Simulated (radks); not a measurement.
Problem. These are the eigenvalues of the occupied orbitals of an atom or ion with whole-number occupations (eV). All-electron calculation, Dirac Kohn-Sham, Slater X-alpha with alpha = 0.781, spin-unpolarised, spherical densities, point nucleus. Program: a radial shooting solver on a logarithmic mesh with Libxc functionals.

| orbital | eigenvalue |
|---|---|
| 1s1/2 | -39.0603 |

Which element is it, and in what charge state? The configuration may be excited. Open shells, if any, fill j = l - 1/2 first.

Solution. Z = 2, helium, charge +1: He+ in 1s1. The 1s level, -1.4354 hartree, gives Z - s = 1.7 by -(Z - s)^2/2, which with screening and relativity narrows Z to a few neighbours, and the depths must fix Z and the occupations together.
